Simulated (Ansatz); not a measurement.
Computed with Ansatz on PBE0-D4/def2-TZVP structures; ΔE is electronic, products minus reactants. CCSD(T)/CBS adds triple-zeta CCSD(T) − MP2 to the extrapolated MP2 energy (def2 sets, frozen cores). This one scheme is used for every species. DFT in def2-TZVPP. B3LYP here is the variant with VWN-RPA as its local correlation; programs differ in this. Each species was taken in one conformer, which may not be the lowest.

Consider the formal hydrolysis of a C–N bond: `BNC=C=C` + H₂O → `C=C=CO` + `BN`.

**Question.** Is it downhill or uphill in electronic energy at CCSD(T)/CBS, and by how much? (Best estimate.)

**Answer.** The calculation gave: Uphill: ΔE = +7.3 kcal/mol.

**Question.** What do these levels give: r2SCANh-D4, r2SCAN0-D4, BLYP, r2SCAN, PBE0, B3LYP, BHLYP, LC-ωPBE, RPA@PBE/def2-TZVPP, MP2/def2-TZVPP, HF/def2-QZVPP, HF/CBS(def2)? (Estimate.)

**Answer.** Ansatz gave: r2SCANh-D4 5.5, r2SCAN0-D4 5.8, BLYP 3.8, r2SCAN 5.0, PBE0 5.3, B3LYP 4.4, BHLYP 4.9, LC-ωPBE 4.7, RPA@PBE/def2-TZVPP 5.5, MP2/def2-TZVPP 7.6, HF/def2-QZVPP 4.5, HF/CBS(def2) 4.6 kcal/mol.

**Question.** What do rigid-rotor, harmonic-oscillator terms from PBE0-D4/def2-TZVP frequencies (298.15 K, 1 bar) make of the CCSD(T)/CBS value? (Best estimate.)

**Answer.** Computed: ΔZPE = +1.1 kcal/mol, ΔH = +7.8 kcal/mol, ΔS = 11 J/(mol·K), ΔG = +7.1 kcal/mol.

Largest T1 diagnostic among the species: 0.014.

At CCSD(T), def2-SVP lies −2.9 kcal/mol from the extrapolated value and def2-TZVPP −0.9 kcal/mol. Leaving LDA and LC-ωPBE aside and taking each functional with its dispersion term where it has one, the values, not all of them listed here, spread over 1.6 kcal/mol, from ωB97X-V to PBE-QIDH. LDA lies +1.0 kcal/mol from PBE without D4. From BLYP to BHLYP (50 % exact exchange), in def2-TZVPP and without D4, ΔE moves by +1.1 kcal/mol.
